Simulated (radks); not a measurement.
Task: These are the eigenvalues of the occupied orbitals of an atom or ion with whole-number occupations (eV). Method: scalar-relativistic Kohn-Sham, PBEsol, spin-polarised, spherical densities, finite nucleus; Fermi nuclear charge, rms radius of each element as measured or else 0.836 A^(1/3) + 0.57 fm; computed with a radial shooting solver on a logarithmic mesh with Libxc functionals.

| orbital | eigenvalue |
|---|---|
| 1s up | -5887.052 |
| 1s down | -5886.977 |
| 2s up | -681.0795 |
| 2s down | -679.6748 |
| 2p up | -574.7555 |
| 2p down | -573.6356 |
| 3s up | -88.0811 |
| 3s down | -84.5784 |
| 3p up | -59.2567 |
| 3p down | -55.7868 |
| 3d up | -15.0987 |
| 4p up | -4.1638 |

Which element is it, and in what charge state? The configuration may be excited. Open shells, if any, are filled with parallel spins first.

Result: Z = 24, chromium, charge 0: Cr in [Ar] 3d3 4p3. The list shows which subshells hold electrons but not how many an open one holds; the 1s level, -216.35 hartree, gives Z - s = 20.8 by -(Z - s)^2/2, which with screening and relativity narrows Z to a few neighbours, and the depths of the outer levels then fix element, charge and occupations together.
